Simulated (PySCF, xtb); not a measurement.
Te(OMe)(NH2) (CH₅NOTe), SMILES CO[Te]N. One conformer was computed; it need not be the lowest.

Harmonic wavenumbers (cm⁻¹) from GFN2-xTB run with xtb 6.7.1 at its own minimum, in rising order: 67, 118, 194, 233, 277, 464, 517, 710, 860, 1041, 1134, 1142, 1413, 1478, 1486, 1489, 2923, 2943, 2977, 3386, 3422.

Problem. What does B3LYP-D3(BJ)/def2-SVP run with PySCF 2.14.0 give at its own minimum? (The exact figures need the calculation; the answer reports its results.)

Solution. 81, 130, 218, 274, 429, 482, 530, 680, 906, 1082, 1168, 1178, 1451, 1460, 1478, 1538, 2965, 3029, 3076, 3514, 3625. Paired by order, the mean absolute difference is 54 cm⁻¹ and the zero-point energies are 40.4 and 41.9 kcal/mol.
